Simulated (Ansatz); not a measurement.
`C[O][Mo](=[O])(=[S])[Cl]` → `[CH2]` (triplet) + `[O]=[Mo]([OH])(=[S])[Cl]` at 298.15 K and 1 bar (formal loss of a carbene).

Calculated with Ansatz (gas phase, PBE0-D4/def2-TZVP geometries, no zero-point term in ΔE). CCSD(T)/CBS is the MP2 limit (def2-TZVPP, def2-QZVPP) plus CCSD(T) − MP2 in def2-TZVPP, frozen cores. This one scheme is used for every species. Triplets are unrestricted, without spin–orbit coupling. def2 core potentials past Kr. For Mo outer-core shells are correlated without core-valence functions, which leaves a few kJ/mol of doubt a bond. Each species was taken in one conformer, which may not be the lowest.

```
                   species  CCSD(T)/CBS energy (Eh)  H − E (kJ/mol)  S (J/(mol·K))
`C[O][Mo](=[O])(=[S])[Cl]`              -1116.04987           151.9          398.9
         `[CH2]` (triplet)                -39.09499            55.4          195.3
`[O]=[Mo]([OH])(=[S])[Cl]`              -1076.80343            72.3          349.9
```

H − E and S are ideal-gas, rigid-rotor, harmonic terms from PBE0-D4/def2-TZVP, for one conformer and one mirror image of each species, with the whole ground term of open shells counted as degenerate. 1 Eh = 2625.50 kJ/mol, R = 8.31446 J/(mol·K).

**Question.** By hand: ΔE, ΔH, ΔS and ΔG.

**Answer.** ΔE = (-39.09499) + (-1076.80343) − (-1116.04987) = 0.15145 Eh = 397.6 kJ/mol. Δ(H − E) = 55.4 + 72.3 − 151.9 = -24.2, so ΔH = 373.4 kJ/mol. ΔS = 195.3 + 349.9 − 398.9 = 146.3 J/(mol·K). ΔG = 373.4 − 298.15 × (146.3)/1000 = 329.8 kJ/mol.

**Question.** By hand: the equilibrium constant, and the temperature at which ΔG would vanish if ΔH and ΔS stayed fixed.

**Answer.** log₁₀ K = −ΔG/(RT ln 10) = -57.8. ΔG = 0 at ΔH/ΔS = 2552 K, far beyond where these terms or the molecules hold.

The number of gas molecules changes by +1, which sets the sign of ΔS. A doubt of 5 kJ/mol in ΔE shifts log₁₀ K by 0.9 here. Other conformers and mirror images would add mixing entropy, several J/(mol·K) or more a flexible species. Modes under 60 cm⁻¹, often nearly free rotors, make the harmonic entropy too high. A triplet takes part, so the spin changes. These are equilibria of isolated gas molecules and say nothing of rates. Largest T1 diagnostic: 0.024 (customary marks: 0.02 for closed shells, 0.045 for open ones).
